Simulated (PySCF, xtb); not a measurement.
Ti(Cl)4(NH3) (Cl₄H₃NTi), SMILES [NH3]->[Ti]([Cl])([Cl])([Cl])[Cl], multiplicity 1.

GFN2-xTB run with xtb 6.7.1 at its own geometry gives an orbital gap of 2.55 eV and a dipole moment of 5.85 D.

Coordinates come from a ωB97X-D3(BJ)/def2-SVP optimisation. The spin state was assumed, not searched.

Question: What does CAM-B3LYP/def2-TZVP (PySCF) give? (The exact figures need the calculation; the answer reports its results.)

Answer: gap 7.84 eV (levels -10.08 and -2.24 eV), dipole 5.08 D.
